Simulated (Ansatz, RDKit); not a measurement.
Torsion C4–O3–C2–C1 in C3H8O (SMILES CCOC); at each angle all else is relaxed with GFN2-xTB, and the levels are single points there.
Geometry at 180° (charge 0, multiplicity 1):
```xyz
12

C      1.4694    -1.4689    -1.2978
C      0.5498    -0.8378    -0.2655
O     -0.6311    -0.4134    -0.9096
C     -1.5496     0.1858    -0.0377
H      2.3867    -1.8056    -0.8228
H      0.9740    -2.3161    -1.7634
H      1.7099    -0.7433    -2.0697
H      0.3034    -1.5661     0.5247
H      1.0446     0.0230     0.2135
H     -1.1257     1.0808     0.4367
H     -1.8649    -0.5100     0.7511
H     -2.4124     0.4682    -0.6375
```

On the grid 0° to 180°, 0° is the highest and 180° the lowest point at wB97M-V/def2-TZVPP.

The values were computed with Ansatz (a program for electronic structure) with Gaussian orbitals; RDKit for the force fields. Values without a source in brackets are computed.

What is the computed energy at 0° less that at 180° (UFF)?

11.9 kcal/mol

Predict the energy at 0° less that at 180° from HF/cc-pVTZ.

7.0 kcal/mol

Estimate the energy at 0° less that at 180° that wB97M-V/def2-TZVPP returns for this input.

6.1 kcal/mol
